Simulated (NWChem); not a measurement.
System: SiH₃O₃F; SMILES O[Si](O)(O)F

Input file for NWChem:

```
start job
memory heap 200 mb stack 900 mb global 1100 mb
geometry units angstroms noautoz
  O      0.581911    -1.522333     0.281908
  Si     0.000159    -0.011276     0.054480
  O     -1.533020     0.092415     0.613103
  O      0.952273     1.079562     0.813975
  F     -0.000656     0.313456    -1.532410
  H      0.098444    -2.249713    -0.119317
  H     -1.979660     0.939466     0.531100
  H      1.880637     1.107528     0.566728
end
basis spherical
  O library def2-svp
  Si library def2-svp
  F library def2-svp
  H library def2-svp
end
dft
  xc xpbe96 cpbe96
  iterations 150
  mulliken
end
task dft energy
```

NWChem printed, in part:

```
             Northwest Computational Chemistry Package (NWChem) 7.3.0
             --------------------------------------------------------

 C1  symmetry detected

                             Geometry "geometry" -> ""
                             -------------------------

 Output coordinates in angstroms (scale by  1.889725989 to convert to a.u.)

  No.       Tag          Charge          X              Y              Z
 ---- ---------------- ---------- -------------- -------------- --------------
    1 O                    8.0000    -1.54803059    -0.11158627     0.53720737
    2 Si                  14.0000    -0.00009665    -0.00014100     0.02249132
    3 O                    8.0000     0.67300372     1.39062274     0.55743189
    4 O                    8.0000     0.86333579    -1.28430052     0.55041178
    5 F                    9.0000     0.01139767     0.00501334    -1.59723481
    6 H                    1.0000    -2.15120292     0.59390379     0.28766695
    7 H                    1.0000     1.58632367     1.56478922     0.31408050
    8 H                    1.0000     0.55718183    -2.15972661     0.29807906

 Effective nuclear repulsion energy (a.u.)     267.2678335911

  pbe96 is a nonlocal functional; adding pw91lda local functional.

                                 NWChem DFT Module
                                 -----------------

 Summary of "ao basis" -> "ao basis" (spherical)
 ------------------------------------------------------------------------------
       Tag                 Description            Shells   Functions and Types
 ---------------- ------------------------------  ------  ---------------------
 O                          def2-svp                 6       14   3s2p1d
 Si                         def2-svp                 8       18   4s3p1d
 F                          def2-svp                 6       14   3s2p1d
 H                          def2-svp                 3        5   2s1p

            General Information
            -------------------
          SCF calculation type: DFT
          Wavefunction type:  closed shell.
          No. of atoms     :     8
          No. of electrons :    50
           Alpha electrons :    25
            Beta electrons :    25
          Charge           :     0
          Spin multiplicity:     1
          Use of symmetry is: off; symmetry adaption is: off
          Maximum number of iterations: 150
          AO basis - number of functions:    89
                     number of shells:    41
          Convergence on energy requested:  1.00D-06
          Convergence on density requested:  1.00D-05
          Convergence on gradient requested:  5.00D-04

              XC Information
              --------------
          PerdewBurkeErnzerhof Exchange Functional  1.000
            Perdew 1991 LDA Correlation Functional  1.000 local
           PerdewBurkeErnz. Correlation Functional  1.000 non-local

             Grid Information
             ----------------
          Grid used for XC integration:  medium
          Radial quadrature: Mura-Knowles
          Angular quadrature: Lebedev.
          Tag              B.-S. Rad. Rad. Pts. Rad. Cut. Ang. Pts.
          ---              ---------- --------- --------- ---------
          O                   0.60       49          10.0       434
          Si                  1.10       88           8.0       590
          F                   0.50       49           8.0       434
          H                   0.35       45          11.0       434
          Grid pruning is: on
          Number of quadrature shells:   419
          Spatial weights used:  Erf1

      Superposition of Atomic Density Guess
      -------------------------------------

 Sum of atomic energies:        -613.60235433

      Non-variational initial energy
      ------------------------------

 Total energy =    -615.002414
 1-e energy   =   -1381.718659
 2-e energy   =     499.448412
 HOMO         =      -0.502831
 LUMO         =       0.032060

     ---------------------------------------------
      Total Density - Mulliken Population Analysis
     ---------------------------------------------

    Atom       Charge   Shell Charges
 -----------   ------   -------------------------------------------------------
    1 O    8     8.74   1.99  1.10  0.63  3.08  1.94  0.00
    2 Si  14    12.27   2.00  1.99  0.69  0.01  5.93  0.81  0.40  0.45
    3 O    8     8.74   1.99  1.10  0.63  3.08  1.94  0.00
    4 O    8     8.74   1.99  1.10  0.63  3.08  1.94  0.00
    5 F    9     9.57   1.99  1.14  0.78  3.51  2.14  0.00
    6 H    1     0.65   0.52  0.07  0.06
    7 H    1     0.65   0.52  0.07  0.06
    8 H    1     0.65   0.52  0.07  0.06

   convergence    iter        energy       DeltaE   RMS-Dens  Diis-err
 ---------------- ----- ----------------- --------- --------- ---------
 d= 0,ls=0.0,diis     1   -616.0466527657 -8.83D+02  1.93D-02  1.35D+00
 d= 0,ls=0.0,diis     2   -615.9015533021  1.45D-01  1.10D-02  3.13D+00
 d= 0,ls=0.0,diis     3   -616.1841723715 -2.83D-01  1.18D-03  3.47D-02
 d= 0,ls=0.0,diis     4   -616.1870373295 -2.86D-03  4.57D-04  2.69D-03
 d= 0,ls=0.0,diis     5   -616.1871438399 -1.07D-04  2.12D-04  1.54D-03
  Resetting Diis
 d= 0,ls=0.0,diis     6   -616.1872729169 -1.29D-04  2.07D-05  4.65D-06
 d= 0,ls=0.0,diis     7   -616.1872733762 -4.59D-07  9.00D-06  2.68D-07

         Total DFT energy =     -616.187273376181
      One electron energy =    -1385.791151440126
           Coulomb energy =      560.315105692296
    Exchange-Corr. energy =      -57.979061219432
 Nuclear repulsion energy =      267.267833591080

 Numeric. integr. density =       50.000000626194

                       DFT Final Molecular Orbital Analysis
                       ------------------------------------

 Vector   23  Occ=2.000000D+00  E=-2.911738D-01
              MO Center= -4.0D-03, -3.1D-03,  4.6D-01, r^2= 3.0D+00
   Bfn.  Coefficient  Atom+Function         Bfn.  Coefficient  Atom+Function
  ----- ------------  ---------------      ----- ------------  ---------------
    50     -0.270845  4 O  px                 5      0.266750  1 O  py
     6      0.208705  1 O  pz                38      0.206949  3 O  pz
    52      0.206285  4 O  pz                37     -0.200410  3 O  py
    53     -0.195586  4 O  px                36      0.192463  3 O  px
     8      0.188434  1 O  py                 9      0.148186  1 O  pz

 Vector   24  Occ=2.000000D+00  E=-2.748725D-01
              MO Center= -2.7D-02,  6.9D-01,  3.7D-01, r^2= 2.6D+00
   Bfn.  Coefficient  Atom+Function         Bfn.  Coefficient  Atom+Function
  ----- ------------  ---------------      ----- ------------  ---------------
    38      0.442639  3 O  pz                41      0.328039  3 O  pz
     6     -0.324385  1 O  pz                 9     -0.242825  1 O  pz
    65     -0.182368  5 F  py                37     -0.159577  3 O  py
    68      0.133191  5 F  py                 5     -0.119897  1 O  py
    40     -0.119603  3 O  py                52     -0.118630  4 O  pz

 Vector   25  Occ=2.000000D+00  E=-2.748071D-01
              MO Center=  2.1D-02, -6.9D-01,  3.7D-01, r^2= 2.6D+00
   Bfn.  Coefficient  Atom+Function         Bfn.  Coefficient  Atom+Function
  ----- ------------  ---------------      ----- ------------  ---------------
    52      0.440939  4 O  pz                55      0.328172  4 O  pz
     6     -0.325464  1 O  pz                 9     -0.239811  1 O  pz
    64     -0.182259  5 F  px                50     -0.180701  4 O  px
    53     -0.136016  4 O  px                67      0.133133  5 F  px
    38     -0.118390  3 O  pz                65      0.111605  5 F  py

 Vector   26  Occ=0.000000D+00  E=-2.041189D-03
              MO Center= -1.3D-03, -2.1D-04,  1.5D-01, r^2= 6.1D+00
   Bfn.  Coefficient  Atom+Function         Bfn.  Coefficient  Atom+Function
  ----- ------------  ---------------      ----- ------------  ---------------
    18      0.702303  2 Si s                  3     -0.507695  1 O  s
    35     -0.507702  3 O  s                 49     -0.507803  4 O  s
    76      0.504544  6 H  s                 81      0.504504  7 H  s
    86      0.504484  8 H  s                 63     -0.193115  5 F  s
     2     -0.161789  1 O  s                 34     -0.161787  3 O  s

 Vector   27  Occ=0.000000D+00  E= 4.576407D-02
              MO Center=  5.3D-01,  9.0D-01,  2.1D-01, r^2= 6.3D+00
   Bfn.  Coefficient  Atom+Function         Bfn.  Coefficient  Atom+Function
  ----- ------------  ---------------      ----- ------------  ---------------
    81      1.014962  7 H  s                 35     -0.654475  3 O  s
    76     -0.651740  6 H  s                  3      0.431967  1 O  s
    86     -0.363243  8 H  s                 39     -0.295831  3 O  px
    49      0.222337  4 O  s                 36     -0.216664  3 O  px
    26      0.170070  2 Si py                80      0.159861  7 H  s

 Vector   28  Occ=0.000000D+00  E= 4.577689D-02
              MO Center= -5.4D-01, -9.0D-01,  2.0D-01, r^2= 6.3D+00
   Bfn.  Coefficient  Atom+Function         Bfn.  Coefficient  Atom+Function
  ----- ------------  ---------------      ----- ------------  ---------------
    86      0.962383  8 H  s                 76     -0.795752  6 H  s
    49     -0.627208  4 O  s                  3      0.506354  1 O  s
    54      0.261980  4 O  py                 8      0.212082  1 O  py
     5      0.185370  1 O  py                85      0.183162  8 H  s
    51      0.179338  4 O  py                25      0.170335  2 Si px

     ---------------------------------------------
      Total Density - Mulliken Population Analysis
     ---------------------------------------------

    Atom       Charge   Shell Charges
 -----------   ------   -------------------------------------------------------
    1 O    8     8.34   1.99  1.07  0.62  2.90  1.75  0.01
    2 Si  14    13.25   2.00  1.98  0.87 -0.05  5.92  1.19  0.65  0.69
    3 O    8     8.34   1.99  1.07  0.62  2.90  1.75  0.01
    4 O    8     8.34   1.99  1.07  0.62  2.90  1.75  0.01
    5 F    9     9.31   1.99  1.13  0.79  3.35  2.05  0.00
    6 H    1     0.81   0.68  0.06  0.07
    7 H    1     0.81   0.68  0.06  0.07
    8 H    1     0.81   0.68  0.06  0.07

     -------------------------------------------
      Total Density - Lowdin Population Analysis
     -------------------------------------------

    Atom       Charge   Shell Charges
 -----------   ------   -------------------------------------------------------
    1 O    8     8.18   1.97  0.87  0.59  2.72  2.01  0.01
    2 Si  14    13.56   2.00  1.91  0.55  0.21  5.81  1.20  0.83  1.05
    3 O    8     8.18   1.97  0.87  0.59  2.72  2.01  0.01
    4 O    8     8.18   1.97  0.87  0.59  2.72  2.01  0.01
    5 F    9     9.19   1.98  1.02  0.77  3.21  2.21  0.01
    6 H    1     0.91   0.55  0.17  0.18
    7 H    1     0.91   0.55  0.17  0.18
    8 H    1     0.91   0.55  0.17  0.18

     Multipole analysis of the density
     ---------------------------------

     L   x y z        total         alpha         beta         nuclear
     -   - - -        -----         -----         ----         -------
     0   0 0 0     -0.000000    -25.000000    -25.000000     50.000000

     1   1 0 0      0.000622      0.000311      0.000311      0.000000
     1   0 1 0      0.001609      0.000805      0.000805      0.000000
     1   0 0 1     -0.173640     -0.086820     -0.086820      0.000000

     2   2 0 0    -21.422789    -75.371172    -75.371172    129.319555
     2   1 1 0      0.002497      0.000153      0.000153      0.002192
     2   1 0 1      0.045362     -0.033489     -0.033489      0.112339
     2   0 2 0    -21.408304    -75.396875    -75.396875    129.385445
     2   0 1 1      0.017622     -0.014655     -0.014655      0.046932
     2   0 0 2    -28.855835    -68.808022    -68.808022    108.760209
```

Level: PBE/def2-SVP. All runs use the structure optimised with PBE0/def2-SVP.
